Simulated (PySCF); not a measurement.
# Simulated absorption spectrum

Species: C4H11AlOSi.
SMILES with atom numbers: `[CH3:1][AlH:2][O:3]/[CH:4]=[CH:5]\[CH2:6][SiH3:7]` (hydrogens: H8, H9, H10 on C1; H11 on Al2; H12 on C4; H13 on C5; H14, H15 on C6; H16, H17, H18 on Si7)

Geometry (GFN2-xTB, Å), atoms numbered from 1 in this order:
```xyz
18
C4H11AlOSi angstrom
C      2.845    1.606    0.052
Al     1.475    0.237    0.510
O      0.947   -0.869   -0.609
C      0.191   -1.642   -1.409
C     -1.126   -1.738   -1.270
C     -1.868   -1.024   -0.188
Si    -1.915    0.865   -0.450
H      3.246    2.099    0.941
H      2.447    2.396   -0.593
H      3.696    1.174   -0.487
H      0.979   -0.029    1.941
H      0.738   -2.176   -2.179
H     -1.685   -2.353   -1.956
H     -1.354   -1.198    0.764
H     -2.875   -1.431   -0.099
H     -2.926    1.444    0.439
H     -0.594    1.463   -0.103
H     -2.231    1.180   -1.844
```

Computed with PySCF, TDDFT CAM-B3LYP/def2-SVPD, vertical, gas phase, core orbitals frozen in the response.

Computed states:

```json
{"state": "S1", "E (eV)": "5.14", "f": "0.028"}
{"state": "S2", "E (eV)": "5.76", "f": "0.0076"}
{"state": "S3", "E (eV)": "6.14", "f": "0.024"}
{"state": "S4", "E (eV)": "6.30", "f": "0.037"}
{"state": "S5", "E (eV)": "6.64", "f": "0.101"}
{"state": "S6", "E (eV)": "6.74", "f": "0.034"}
{"state": "S7", "E (eV)": "6.86", "f": "0.018"}
{"state": "S8", "E (eV)": "6.97", "f": "0.0072"}
```

Broadening: Gaussians 0.25 eV wide at half height, area fixed by f = 4.319×10⁻⁹ ∫ε dν̃. The width is an assumption, not a result. The curve ends short of the highest state used, and states not computed would add to its high-energy end.

Question: Give the broadened spectrum and its maxima.

Answer: 
```csv
E (eV),ε (L mol⁻¹ cm⁻¹)
4.77,6
4.81,21
4.84,49
4.88,134
4.92,319
4.96,660
4.99,1038
5.03,1674
5.07,2344
5.10,2748
5.14,3001
5.18,2843
5.22,2338
5.25,1839
5.29,1179
5.33,656
5.36,386
5.40,170
5.44,71
5.48,45
5.51,58
5.55,115
5.59,224
5.62,338
5.66,519
5.70,692
5.74,801
5.77,818
5.81,755
5.85,642
5.88,579
5.92,602
5.96,828
6.00,1294
6.03,1786
6.07,2565
6.11,3374
6.14,3935
6.18,4560
6.22,4976
6.26,5102
6.29,4963
6.33,4488
6.37,3871
```

Maxima: 241 nm (5.14 eV), ε about 3000, made up of S1 (100%); 215 nm (5.76 eV), ε about 820, made up of S2 (99%); 198 nm (6.25 eV), ε about 5100, made up of S3 (27%) and S4 (72%) (ε in L mol⁻¹ cm⁻¹; maxima over ε = 5, shares over 10%).

Question: On this curve, what absorbance would a 10⁻³ mol/L sample give at 248 nm over a 1 cm path?

Answer: 248 nm is 4.999 eV, where ε is about 1200 L mol⁻¹ cm⁻¹, so A = ε c l ≈ 1.2 (Beer–Lambert, with the gas-phase spectrum and the assumed width).

Question: Coming from long wavelengths, where does ε first pass 100 L mol⁻¹ cm⁻¹?

Answer: At about 255 nm (4.87 eV), 0.28 eV below S1.

Question: Does any computed singlet lie in the visible range?

Answer: No computed singlet lies in the visible range (380 to 750 nm); the lowest, at 241 nm, stands 1.88 eV above its violet end (3.26 eV).

The run took 67 s wall on one thread, Arm Neoverse V1 (aarch64) (shared host), and the process peaked at 1.2 GiB of memory.

One conformer stands for the species.
